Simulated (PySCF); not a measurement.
The multiplicity is imposed and other spin states were not computed.

# [Pt(CO)] (charge 0, multiplicity 1)

These are TPSSh-D3(BJ)/def2-TZVP // PBE-D3(BJ)/def2-SVP (PySCF 2.14.0) values and carry that method's errors.

The HOMO is -6.43 eV. The dipole moment comes out as 2.66 D and the HOMO–LUMO gap comes out as 3.46 eV. The LUMO is -2.97 eV. The charge on the central atom (Mulliken) is 0.06 e and the mean C–O bond length of the carbonyls comes out as 1.165 Å. The total energy comes out as -232.7083 Ha and the cost is about 50 core-seconds (a rough figure).

Bond lengths (Å): Pt1–C3 1.766, O2–C3 1.165. Angles (°): Pt1–C3–O2 180.0.
Charge 0, spin multiplicity 1.
